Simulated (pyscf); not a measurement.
`[SiH3][SiH]=[GeH2]`, singlet

Gas-phase minimum from PySCF at ωB97X-D3(BJ)/def2-SVP, one conformer. H₃Si–SiH=GeH₂ may be a fragile minimum: a first optimisation, from another start, lost the drawn bonds. H₃Si–SiH=GeH₂ lies 9.4 kcal/mol over its isomer H₃Si–Ge:–SiH₃ [singlet], and others may lie lower still (electronic energy, ωB97M-D3(BJ)). 

SMILES: [SiH3][SiH]=[GeH2]
```xyz
9

Si    -2.0710     0.9666     0.3511
Si     0.1580     0.4712     0.0132
Ge     0.6064    -1.1524    -1.3414
H     -2.8338     0.2368    -0.7027
H     -2.5406     0.5298     1.6983
H     -2.3247     2.4310     0.2183
H      1.1979     0.9161     0.9771
H     -0.4461    -1.6587    -2.3262
H      2.0133    -1.6633    -1.6469
```

Bond lengths (Å): Si1–Si2 2.308, Si1–H4 1.492, Si1–H5 1.492, Si1–H6 1.492, Si2–Ge3 2.161, Si2–H7 1.486, Ge3–H8 1.528, Ge3–H9 1.528. Bond angles (°): Si2–Si1–H4 106.6, Si2–Si1–H5 111.9, Si2–Si1–H6 111.2, H4–Si1–H5 109.5, H4–Si1–H6 109.3, H5–Si1–H6 108.3, Si1–Si2–Ge3 117.0, Si1–Si2–H7 121.1, Ge3–Si2–H7 119.1, Si2–Ge3–H8 120.7, Si2–Ge3–H9 124.6, H8–Ge3–H9 113.2.

Properties at ωB97X-D3(BJ)/def2-SVP:

```json
{
 "harmonic_wavenumbers_unscaled": "63, 92, 156, 363, 409, 429, 538, 549, 557, 567, 722, 871, 899, 942, 963, 2214, 2223, 2245, 2249, 2257, 2278 cm⁻¹",
 "zero_point_energy": "30.9 kcal/mol",
 "rotational_symmetry_number": "1",
 "Entropy of this conformer at 298 K and 1 atm, rigid rotor and harmonic oscillator, modes under 100 cm⁻¹ raised to 100": "347.5 J/(mol K)",
 "dipole_moment": "0.23 D"
}
```

Single-point totals, which compare only within one level (frozen core for MP2 and CC):

| level | total energy (hartree) |
|---|---|
| ωB97X-D3(BJ)/def2-TZVP | -2659.57423 |
| PBE/def2-TZVP | -2658.93467 |
| r²SCAN/def2-TZVP | -2659.49370 |
| B3LYP-D3(BJ)/def2-TZVP | -2659.66854 |
| PBE0-D3(BJ)/def2-TZVP | -2659.05558 |
| M06-2X/def2-TZVP | -2659.49980 |
| ωB97M-D3(BJ)/def2-TZVP | -2659.65448 |
| HF/def2-TZVPP | -2656.68395 |
| MP2/def2-TZVPP | -2657.18906 |
| CCSD/def2-TZVPP | -2657.23709 |
| CCSD(T)/def2-TZVPP | -2657.26072 |

Soft torsions are taken as harmonic, which can shift the entropy by several J/(mol K). The CCSD(T) − MP2 part came from Ansatz, without density fitting, on the same reference. The frozen core leaves the outer d or s,p core shells of the metals and heavy elements correlated in the MP2 and CC values, and def2-TZVPP describes them poorly, so these totals are far from the basis limit. Elements up to Kr have no core potential and no relativistic terms here.
